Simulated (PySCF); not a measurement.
Ce⁴⁸⁺ (cerium, charge +48): Hartree-Fock from Schrödinger to Dirac-Coulomb-Breit

Occupied: 1s1/2, 2s1/2, 2p1/2, 2p3/2. Hartree-Fock calculated with PySCF 2.14 in an uncontracted even-tempered set (19 s from 8.8 bohr⁻², ratio 2.3; 15 p from 11 bohr⁻², ratio 2.3), Gaussian nucleus throughout. NR is non-relativistic, sf-X2C the spin-free one-electron X2C Hamiltonian, X2C adds the bare one-electron spin-orbit term, X2C-SNSO screens it by Boettger's factors, DC is four-component Dirac-Coulomb, and the Gaunt and Breit terms are added at first order (total energies over the DC spinors, levels after relaxing the spinors in that mean field). QED terms are absent. Levels marked empty are virtual spinors of this ion.

```tsv
level (eV)	NR	sf-X2C	X2C	X2C-SNSO
1s1/2	-42112.1	-44104.0	-44099.6	-44099.9
2s1/2	-9276.2	-9834.2	-9833.1	-9833.2
2p1/2	-8981.2	-9173.3	-9511.6	-9498.7
2p3/2	-8981.2	-9173.3	-9025.9	-9030.9
3s1/2 (empty)	-3793.5	-3966.2	-3966.0	-3966.0
3p1/2 (empty)	-3694.7	-3771.0	-3858.5	-3855.2
3p3/2 (empty)	-3694.7	-3771.0	-3732.6	-3733.9
```

Question: Where do the four-component calculations put these levels?

Answer: 1s1/2: DC -44139.4, DC+Gaunt -44033.1, DC+Breit -44040.1; 2s1/2: DC -9838.2, DC+Gaunt -9827.3, DC+Breit -9828.0; 2p1/2: DC -9501.4, DC+Gaunt -9482.1, DC+Breit -9484.1; 2p3/2: DC -9034.5, DC+Gaunt -9021.0, DC+Breit -9023.0; 3s1/2 (empty): DC -3967.2, DC+Gaunt -3964.3, DC+Breit -3964.6; 3p1/2 (empty): DC -3855.9, DC+Gaunt -3850.9, DC+Breit -3851.7; 3p3/2 (empty): DC -3734.7, DC+Gaunt -3731.3, DC+Breit -3732.0 (eV).

```json
{"Hamiltonian": "NR", "E (hartree)": "-6234.7187", "E − E(DC) (hartree)": "261.6872", "CPU seconds": "0.33"}
{"Hamiltonian": "sf-X2C", "E (hartree)": "-6491.0249", "E − E(DC) (hartree)": "5.3810", "CPU seconds": "0.2"}
{"Hamiltonian": "X2C", "E (hartree)": "-6494.4122", "E − E(DC) (hartree)": "1.9937", "CPU seconds": "0.25"}
{"Hamiltonian": "X2C-SNSO", "E (hartree)": "-6494.1726", "E − E(DC) (hartree)": "2.2333", "CPU seconds": "0.25"}
{"Hamiltonian": "DC", "E (hartree)": "-6496.4059", "E − E(DC) (hartree)": "0.0000", "CPU seconds": "14"}
{"Hamiltonian": "DC+Gaunt", "E (hartree)": "-6489.9850", "E − E(DC) (hartree)": "6.4209", "CPU seconds": "25"}
{"Hamiltonian": "DC+Breit", "E (hartree)": "-6490.5466", "E − E(DC) (hartree)": "5.8593", "CPU seconds": "73"}
```

Weight of the small component: 1s1/2 0.0462, 2s1/2 0.0104, 2p1/2 0.0103, 2p3/2 0.00978, 3s1/2 0.00403, 3p1/2 0.00398, 3p3/2 0.00384.

Koopmans' value for the highest occupied level at DC+Breit: 9023.0 eV, against an ionisation energy of 9020 ± 4 eV (theoretical estimate listed by NIST; NIST Atomic Spectra Database, ionization energies); the former lacks relaxation, correlation, QED and recoil.

The whole ladder took 120 s of wall time on 1 thread of Intel(R) Xeon(R) Platinum 8488C (shared host), launched as `OMP_NUM_THREADS=1 python relrun2.py TASK.json OUT` (a driver that calls PySCF for each Hamiltonian).
